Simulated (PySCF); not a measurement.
Highest harmonic wavenumber (cm⁻¹) of eight silicon and germanium compounds: PBE-D3(BJ) beside B3LYP-D3(BJ), computed with PySCF for isolated molecules in the bases named; differences from unrounded values. The eight are the first of their class met in an unordered collection, after screening for sound electronic states; none was chosen by its value. Each level has its own optimised geometry.

| molecule | basis | B3LYP-D3(BJ) | PBE-D3(BJ) | difference |
|---|---|---|---|---|
| C2H9FSi3, SMILES F[C@H]1C[SiH2][Si@@H]1[SiH3] | def2-SVP | 3103 | 3047 | -56 |
| C2H5N3Si, SMILES N[SiH]1N=CC=N1 | def2-SVP | 3679 | 3597 | -82 |
| CH3ClFNSi2, SMILES Cl[Si@]1(N=C[SiH2]1)F | def2-SVP | 3030 | 2956 | -73 |
| BCl₂H₃OSi, SMILES [SiH3]OB(Cl)Cl | def2-SVP | 2276 | 2217 | -58 |
| C2H10FNSi2, SMILES NC[SiH2]C[SiH2]F | def2-SVP | 3562 | 3484 | -78 |
| propoxymethylsilane (C₄H₁₂OSi), SMILES CCCOC[SiH3] | def2-SVP | 3130 | 3076 | -53 |
| B(F)(OH)(OSiH3) (BFH₄O₂Si), SMILES FB(O)O[SiH3] | def2-SVP | 3864 | 3758 | -107 |
| 2,2-difluoro-1-silylethanone (C2H4F2OSi), SMILES O=C([SiH3])C(F)F | def2-SVP | 3088 | 2998 | -90 |

PBE-D3(BJ) lies below B3LYP-D3(BJ) in 8 and above it in 0 of the eight; the mean signed difference is -75 and the largest -107 cm⁻¹.
